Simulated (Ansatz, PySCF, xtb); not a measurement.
The molecule TiSe, closed-shell singlet (lowest of 2S+1 = 1, 3, 5, 7 at CCSD(T)/def2-TZVPP on PBE0 minima; our sources give no spin for the ground state, which may be another). No spin–orbit coupling. Ti is treated without relativity. Se is treated without relativity. The T1 diagnostic near the minimum is 0.064, so single-reference values are doubtful.

Seven points along R, fitted to fifth degree in 1/R; most abundant isotopes. In def2 and cc sets the state is the lowest found near the PBE0 minimum, followed along R. The singlet is held restricted.

Correlated levels freeze the inner cores; with def2 sets outer-core shells near the valence are correlated too. Rows in 3-21G, STO-3G carry no dispersion term and start afresh at each structure; the Pople sets are all-electron and without relativity.

Run with Ansatz (Gaussian orbitals); PySCF for 3-21G rows, STO-3G rows; xtb for the GFN methods. Each number belongs to the level named beside it.

```
level                 r_e (Å)  ω_e (cm⁻¹)  ω_e x_e (cm⁻¹)  dipole (D)
--------------------  -------  ----------  --------------  ----------
GFN1-xTB                2.202         484             1.7           -
HF/STO-3G               2.138         598            0.61        4.61
HF/3-21G                2.223         381             1.2        8.03
SVWN5/def2-TZVPP        2.133         464             1.2        2.86
r2SCAN/def2-TZVPP       2.178         429            0.96        3.88
B3LYP/def2-TZVPP        2.160         452             1.1        3.88
CAM-B3LYP/def2-TZVPP    2.140         [?]             1.1        4.58
B2PLYP/def2-TZVPP         [?]         [?]             1.0           -
```

**Question.** What belongs in the gaps?

**Answer.** 
- B2PLYP/def2-TZVPP, r_e (Å): 2.142
- B2PLYP/def2-TZVPP, ω_e (cm⁻¹): 489
- CAM-B3LYP/def2-TZVPP, ω_e (cm⁻¹): 471

Doubts at one or more of the structures used: a restricted determinant that unrestricted orbitals would lower (B2PLYP/def2-TZVPP).

Ansatz is a program for electronic structure.
